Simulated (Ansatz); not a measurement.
Calculated with Ansatz (gas phase, PBE0-D4/def2-TZVP geometries, no zero-point term in ΔE). CBS: MP2 limit from def2 TZ/QZ plus the TZ coupled-cluster correction, frozen cores. Elements past krypton have def2 core potentials. For Te outer-core shells are correlated without core-valence functions, which leaves a few kJ/mol of doubt a bond. One conformer a species, not always the lowest.

Consider the substitution at a C–Si bond: `C#C[SiH2][AlH][Cl]` + H₂Te → `C#C[TeH]` + `[SiH3][AlH][Cl]`.

`C#C[SiH2][AlH][Cl]`:

Cartesian coordinates in Å:
```
C -2.227 1.097 -0.922
C -1.054 0.852 -0.776
Si 0.693 0.411 -0.483
Al 0.807 -1.305 1.263
Cl 2.732 -1.980 1.779
H -3.259 1.322 -1.059
H 1.435 1.636 -0.080
H 1.282 -0.081 -1.758
H -0.410 -1.951 2.035
```

H₂Te:

Cartesian coordinates in Å:
```
Te -0.084 -0.422 0.648
H 0.982 -0.430 -0.620
H -0.898 0.852 -0.028
```

`C#C[TeH]`:

```xyz
5

C     0.625   -1.171    0.399
C     0.272   -0.048    0.143
Te   -0.188    1.883   -0.223
H     0.927   -2.168    0.621
H    -1.636    1.504   -0.940
```

`[SiH3][AlH][Cl]`:

Cartesian coordinates in Å:
```
Si 0.241 -0.793 0.716
Al -0.092 0.968 -0.948
Cl -2.030 1.779 -1.070
H -0.674 -1.937 0.446
H -0.065 -0.276 2.080
H 1.639 -1.308 0.719
H 0.981 1.567 -1.943
```

```csv
species,HF/def2-QZVPP energy (Eh)
`C#C[SiH2][AlH][Cl]`,-1068.52179
H₂Te,-268.15561
`C#C[TeH]`,-343.85149
`[SiH3][AlH][Cl]`,-992.80074
```

(1) Work out ΔE.

Largest T1 diagnostic among the species: 0.012.

Results:

(1) ΔE = (-343.85149) + (-992.80074) − (-1068.52179) − (-268.15561) = 0.02517 Eh = +66.1 kJ/mol. CCSD(T)/CBS gives +58.4 kJ/mol.

From BLYP to BHLYP (50 % exact exchange), in def2-TZVPP and without D4, ΔE moves by +5.9 kJ/mol. Leaving LDA and LC-ωPBE aside and taking each functional with its dispersion term where it has one, the values, not all of them listed here, spread over 7.2 kJ/mol, from revPBE-D4 to r2SCAN0-D4. LDA lies +3.1 kJ/mol from PBE without D4.
